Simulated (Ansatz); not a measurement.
Consider the atomization: `C1=N[AsH]1` → As• + C• + 2 H• + N•.

Computed with Ansatz on PBE0-D4/def2-TZVP structures; ΔE is electronic, products minus reactants. CCSD(T)/CBS is the MP2 limit (def2-TZVPP, def2-QZVPP) plus CCSD(T) − MP2 in def2-TZVPP, frozen cores. This one scheme is used for every species, atoms too. Functionals use def2-TZVPP. B3LYP here is the variant with VWN-RPA as its local correlation; programs differ in this. HSE06 is defined as in plane-wave codes. No spin–orbit coupling; open shells (•) take unrestricted orbitals. Spin–orbit coupling would lower the free atoms: a little for C. For As outer-core shells are correlated without core-valence functions, so the limit isn't a true one: a few kJ/mol of doubt a bond, and 10 to 20 or more in all where bonds break to atoms. Scalar relativity is left out up to krypton.

Question: What is ΔE at CCSD(T)/CBS? (An estimate is asked.)

Answer: Computed: +1649.6 kJ/mol.

Question: What do these levels give: PBE-D4, r2SCAN-D4, HSE06-D4, ωB97X-V, B2PLYP, r2SCAN, B3LYP, BHLYP, MP2/def2-SVP, CCSD(T)/def2-SVP, MP2/def2-QZVPP, SCS-MP2/def2-QZVPP? (An estimate is asked.)

Answer: Ansatz gave: PBE-D4 1752.3, r2SCAN-D4 1656.1, HSE06-D4 1663.5, ωB97X-V 1670.9, B2PLYP 1646.0, r2SCAN 1654.2, B3LYP 1659.2, BHLYP 1545.0, MP2/def2-SVP 1526.1, CCSD(T)/def2-SVP 1496.2, MP2/def2-QZVPP 1663.6, SCS-MP2/def2-QZVPP 1669.7 kJ/mol.

Largest T1 diagnostic among the species: 0.013.

From r2SCAN to r2SCAN0 (25 % exact exchange), in def2-TZVPP and without D4, ΔE moves by −68.7 kJ/mol: exact exchange takes away binding that semilocal exchange gives to molecules. At CCSD(T), def2-SVP lies −153.4 kJ/mol from the extrapolated value and def2-TZVPP −63.2 kJ/mol: correlation converges slowly with the basis, and small sets miss more of it in the bonded molecule than in its fragments. The D4 term adds +14.6 kJ/mol with B3LYP and +7.3 kJ/mol with PBE0; it sums over pairs of atoms, weighted by their polarisabilities, and B3LYP, whose exchange is more repulsive, gets the larger term.

For atomizations the MP2-based limit and the directly extrapolated one differ by several kJ/mol either way, and by 10 to 25 for some Ge, Se and Sn compounds, so smaller differences from it don't rank the levels.
